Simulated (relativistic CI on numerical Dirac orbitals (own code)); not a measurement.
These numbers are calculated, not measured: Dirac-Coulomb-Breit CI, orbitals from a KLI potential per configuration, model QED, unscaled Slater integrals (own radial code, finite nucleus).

The strongest absorption lines from the ground level of an ion, among the configurations computed and to levels below about 560 eV (vacuum wavelength in Å, gf): 46.505 (0.23), 46.790 (1.1), 46.909 (2.7), 47.191 (3), 60.622 (1), 61.301 (0.26), 64.911 (1.1), 70.371 (0.25).

Problem. Which ion is it?
A. W41+
B. Pb49+
C. Yb37+
D. Dy33+

Solution. A. W41+ has 33 electrons and the ground level 4s2.4p3 2P°_3/2; the strongest line goes to 4s2.4p2.4d 2D_5/2. The pattern of lines fixes the number of electrons, and along that sequence the line energies rise steadily with the charge (about as its square where n changes within one kind of shell, about linearly where n is kept but much faster in heavy ions where fine structure, which grows about as Z⁴, sets the gap, and irregularly where shells cross), which fixes Z. Configurations outside the model, such as inner-shell arrays, can give stronger lines. At this charge energies of transitions that change n are usually good to better than 1 %, and those within a shell (Δn = 0) to a few per cent.

LS names give the leading component of a level, which can be under half, so a name can repeat, a term be missing and a line seem to break the LS rules.
